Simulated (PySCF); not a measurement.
**Dipole response of Ca⁺ (calcium, charge +1)**

[Ar] 4s1, 2S determinant. Calculation: PySCF 2.14, in an uncontracted even-tempered set (24 s from 0.0056 bohr⁻², ratio 2.5; 16 p from 0.0073 bohr⁻², ratio 2.5; 6 d from 0.11 bohr⁻², ratio 2.7; 6 f from 0.16 bohr⁻², ratio 2.7); scalar relativity by spin-free X2C-1e. Coupled (time-dependent) response in atomic units; α is the mean over directions.

```
method  mean α (bohr³)  C₆ (like pair)  S(−4)
   UHF           96.28           763.3   8877
  PBE0           84.21           627.5   6839
```

S(−4) is the Cauchy moment in α(ω) = α(0) + S(−4) ω² + …

α(iu) at UHF:

| u (hartree) | α(iu) (bohr³) |
| --- | --- |
| 0 | 96.28 |
| 0.0500 | 78.37 |
| 0.100 | 50.89 |
| 0.200 | 22.61 |
| 0.300 | 12.91 |
| 0.500 | 6.667 |
| 0.750 | 4.207 |
| 1.00 | 3.065 |
| 1.50 | 1.887 |
| 2.00 | 1.276 |
| 3.00 | 0.6910 |
| 5.00 | 0.3010 |

For an ion, C₆ is the dispersion term alone; charge-induced terms of lower order in 1/R come first.
